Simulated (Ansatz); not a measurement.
Species: H2BO, charge 0, doublet. H2BO (SMILES [BH]O, doublet).
B3LYP-D3(BJ)/def2-TZVP minimum from Ansatz (a program for electronic structure):
```xyz
4

B     -0.4730    -0.6229     0.1195
H     -1.3395    -0.8031    -0.6929
O      0.4179     0.3657     0.0926
H      0.3614     0.9919    -0.6451
```
Charge 0, spin multiplicity 2.

Total energies in cc-pVTZ, 11 correlated electrons, 2 frozen orbitals. Radicals and triplets start from unrestricted determinants; spin-orbit coupling is neglected. Cores are frozen in correlated methods. No relativity.

| method | program | energy (Eh) | minus CCSDT(Q) (mEh) |
|---|---|---|---|
| HF | Ansatz | -100.72714 | 346.52 |
| MP2 | Ansatz | -101.04790 | 25.77 |
| CCSD | Ansatz | -101.06111 | 12.56 |
| CCSD(T) | Ansatz | -101.07275 | 0.92 |
| CCSDT(Q) | Ansatz | -101.07366 | 0.00 |

Rough core times of Ansatz's runs on a shared machine: CCSD(T) under 20 s, CCSDT(Q) 10 min.
